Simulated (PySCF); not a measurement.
**Fractional electron number in Ta (tantalum, neutral)**

The 6s beta orbital of [Xe] 4f14 5d3 6s2 is emptied in steps (occupation f), with all orbitals relaxed, ending at [Xe] 4f14 5d3 6s1. Calculation: PySCF 2.14, in def2-SVP with the def2 core potential (60 electrons) (6s3p2d1f, 32 functions); a scalar-relativistic core potential. The exact energy is a straight line in f; departures are measured from the line between the end points of the same method.

| f | PBE0 (eV) | r2SCAN (eV) | LC-wPBE (eV) |
| --- | --- | --- | --- |
| 1 | 0.000 | 0.000 | 0.000 |
| 0.8 | -0.302 | -0.344 | 0.026 |
| 0.6 | -0.454 | -0.501 | 0.035 |
| 0.4 | -0.453 | -0.477 | 0.028 |
| 0.2 | -0.299 | -0.290 | 0.016 |
| 0 | 0.000 | 0.000 | 0.000 |

```csv
method,E(f=0) − E(f=1) (eV),−ε at f=1 (eV),−ε at f=0.4 (eV)
PBE0,7.047,5.160,7.431
r2SCAN,6.825,4.629,7.372
LC-wPBE,6.801,6.977,6.743
```

Orbital energy along the path (eV):

```csv
f,PBE0,r2SCAN,LC-wPBE
1,-5.160,-4.629,-6.977
0.8,-5.912,-5.576,-6.887
0.6,-6.668,-6.496,-6.801
0.4,-7.431,-7.372,-6.743
0.2,-8.208,-8.116,-6.737
0,-8.618,-7.989,-6.663
```

As f goes to zero the orbital energy of a semilocal functional can turn back, because the density of that orbital vanishes from the exchange-correlation potential.

Reference removal energy between the ground levels: 7.550 eV (measured; NIST Atomic Spectra Database, ionization energies). The calculation has no spin-orbit coupling.
